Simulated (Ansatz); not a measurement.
FGaH$_{2}$O$_{2}$, SMILES `[OH][Ga]([OH])[F]`, relaxed with RKS PBE-D4/def2-SVP in Ansatz from a rough embedded geometry. The force threshold is 0.03 eV/Å; the program also tests the step.

The species carries charge 0 and has multiplicity 1.

Start:

```xyz
6

O    -1.379    0.783   -1.025
Ga   -0.281   -0.395    0.291
O     1.375   -0.755    0.024
F    -0.389   -1.046    1.555
H    -0.947    1.358   -0.324
H     1.621    0.055   -0.520
```

Problem. By how much does the energy fall, and how many steps does the optimiser take? (An estimate is asked.)

Solution. Computed: 109.34 kcal/mol, in 11 steps, 1 of them rejected.

Problem. Which bonds change most? (An estimate is asked.)

Solution. The calculation gave: Ga2–F4 from 1.425 to 1.763 Å; O1–Ga2 from 2.080 to 1.792 Å; Ga2–O3 from 1.716 to 1.786 Å; O3–H6 from 1.006 to 0.976 Å.

Problem. Give the relaxed structure. (Best estimate.)

Solution. Ansatz gave: 
```xyz
6

O    -0.889    1.038   -0.676
Ga   -0.046   -0.220    0.280
O     1.619   -0.759   -0.074
F    -0.874   -0.979    1.640
H    -1.791    1.189   -0.334
H     1.981   -0.268   -0.836
```
